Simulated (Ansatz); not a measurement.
Stepwise reaction of `[CH3][Ga]([CH3])[OH]` with ammonia, as a gas-phase model of exchange steps in deposition or etching. ΔE in kJ/mol.

Computed with Ansatz on PBE0-D4/def2-TZVP structures; ΔE is electronic, products minus reactants. CBS: MP2 limit from def2 TZ/QZ plus the TZ coupled-cluster correction, frozen cores. This one scheme is used for every species. DFT in def2-TZVPP. B3LYP here is the variant with VWN-RPA as its local correlation; programs differ in this. For Ga outer-core shells are correlated without core-valence functions, which leaves a few kJ/mol of doubt a bond. Scalar relativity is left out up to krypton. Each species was taken in one conformer, which may not be the lowest.

```json
{"step": "1", "reaction": "`[CH3][Ga]([CH3])[OH]` + NH₃ → `[CH3][Ga]([NH2])[OH]` + CH₄", "PBE-D4": "-48.7", "B3LYP-D4": "-55.4", "ωB97M-V": "-52.6", "CCSD(T)/CBS": "-54.9"}
```

(1) Give the row of step 2, `[CH3][Ga]([NH2])[OH]` + NH₃ → `[NH2][Ga]([NH2])[OH]` + CH₄. (Best estimate.)

(2) By hand: ΔE of the 2 steps together at CCSD(T)/CBS.

Results:

(1) The calculation gave: 
```tsv
step	reaction	PBE-D4	B3LYP-D4	ωB97M-V	CCSD(T)/CBS
2	`[CH3][Ga]([NH2])[OH]` + NH₃ → `[NH2][Ga]([NH2])[OH]` + CH₄	-32.8	-39.1	-36.8	-38.3
```

(2) (-54.9) + (-38.3) = -93.2 kJ/mol, or -46.6 kJ/mol a step.

In ΔE each step is higher than the one before. All are downhill at CCSD(T)/CBS. PBE-D4 differs from CCSD(T)/CBS by 5.5 to 6.2 kJ/mol a step. Isolated molecules leave out the surface, adducts and barriers. Largest T1 diagnostic: 0.013.
